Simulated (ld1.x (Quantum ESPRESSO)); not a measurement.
# Before and after: TM potential for indium

```json
{"Element": "indium", "Generator": "ld1.x (Quantum ESPRESSO) 7.5", "Type": "norm-conserving Troullier–Martins (Kleinman–Bylander form)", "Functional": "PBE", "Relativity": "scalar-relativistic", "Frozen core": "[Kr]", "Valence charge": "13", "Reference configuration": "4d10 5s1.5 5p1.5", "Partial waves": "5p (bound): rc 2.55 bohr; 4d (bound): rc 1.55 bohr; 5s (bound): rc 2.25 bohr", "Local potential": "the s channel", "Core correction": "none"}
```

All-electron outer shells of the reference configuration (PBE, scalar-relativistic, ld1.x):

```json
{"shell": "4s", "level (eV)": "-120.52", "outermost node (bohr)": "0.41", "outermost maximum (bohr)": "0.77"}
{"shell": "4p", "level (eV)": "-78.99", "outermost node (bohr)": "0.42", "outermost maximum (bohr)": "0.82"}
{"shell": "4d", "level (eV)": "-19.45", "outermost node (bohr)": "0.40", "outermost maximum (bohr)": "0.94"}
{"shell": "5s", "level (eV)": "-8.73", "outermost node (bohr)": "1.02", "outermost maximum (bohr)": "2.13"}
{"shell": "5p", "level (eV)": "-2.88", "outermost node (bohr)": "1.14", "outermost maximum (bohr)": "2.81"}
```

Change: wave 5p (bound): rc 2.55 bohr becomes 5p (bound): rc 2.58 bohr.

Cutoffs: the cutoffs (Ry, on a coarse ladder) from which the occupation-weighted sum of valence levels, in a spherical-Bessel basis at the reference potential, stays within 10 and 1 mRy of its value at 400 Ry; they do not see the model core or the augmentation charge, which bear on the density cutoff. Errors are all-electron minus pseudo energies relative to the spin-unpolarised reference configuration.

**Question.** What does the change do?

**Answer.** The potential gets softer (80 Ry and 140 Ry → 80 Ry and 120 Ry); of the 7 tests that both files solve, the error grows in 1 and shrinks in 0 by more than 15 % and 0.3 meV (median size 1.2 → 1.3 meV); neither file shows a bound ghost. A larger radius leaves more room for a smooth pseudo-wave, so fewer plane waves are needed.

```csv
quantity,base,changed
"cutoff, loose",80 Ry,80 Ry
"cutoff, tight",140 Ry,120 Ry
bound ghosts,none,none
"error for 4d10 5s2 5p1, meV [ΔE -2.88 eV]",+0.6,+0.6
"error for 4d10 5s2 5p0, meV [ΔE 2.48 eV]",-0.9,-0.8
"error for 4d10 5s1 5p0, meV [ΔE 21.71 eV]",+9.9,+9.8
"error for 4d10 5s0 5p3, meV [ΔE 9.06 eV]",+0.5,+0.9
"error for 4d10 5s0 5p0, meV [ΔE 50.03 eV]",+60,+59
"error for 4d9 5s0 5p0, meV [ΔE 106.42 eV]",-31,-33
"error for 4d10 5s1 5p1, meV [ΔE 9.07 eV]",+1.2,+1.3
```
